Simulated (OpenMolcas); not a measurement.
An OpenMolcas run meant for Cu6+ (ANO-R3, X2C; inactive shells 1s 2s 2p 3s 3p; intended active space 5 electrons in 5 orbitals (3d)). One step of its input:

```
&CASPT2
Multistate=1 1
Frozen=2 3
IPEA=0.25
Imaginary=0.1
MaxIter=60
WThr=0.0 0.3 0.05
PrWF=0.5
NoMix
Deleted=22 21
```

The run finished. Its levels beside those of a sound run (MS-CASPT2, IPEA 0.25 Eh, imaginary shift 0.1 Eh (closed shells correlated: 3s 3p)), in cm⁻¹ above each run's lowest level:

```csv
Level,This run,Usual run
3d⁵ ⁶S_5/2,0.0,0.0
3d⁵ ⁴G_5/2,49924,47445
3d⁵ ⁴G_7/2,50059,47570
3d⁵ ⁴G_11/2,50107,47610
3d⁵ ⁴G_9/2,50143,47646
3d⁵ ⁴P_5/2,52213,52096
3d⁵ ⁴P_3/2,52468,52399
3d⁵ ⁴P_1/2,52715,52761
3d⁵ ⁴D_7/2,59190,56898
3d⁵ ⁴D_1/2,59494,57261
3d⁵ ⁴D_3/2,59651,57536
3d⁵ ⁴D_5/2,59662,57583
3d⁵ ²I_11/2,73250,69396
3d⁵ ²I_13/2,73592,69701
```

Task: Which setting is unsound, and how much does it matter here?

Result: Nearly half of the orbitals are deleted from the virtual space, which removes much of the correlation energy. Against the sound run the excited levels shown move by 2100 cm-1 on average and by 3900 cm-1 at most.

CASPT2 breaks the degeneracy within a term, and the mean is taken; among the terms shown or strongly mixed into the levels shown the widest spread is 1800 cm-1 (3d⁵ ⁴G, this run). Blocks of more than 70 roots (2S+1 = 2 even) ran without multistate coupling. Some levels mix across a computed gap that differs much from the measured one, so their mixing is not that of the real levels (holds for this run). Levels of configurations outside the active space are missing.
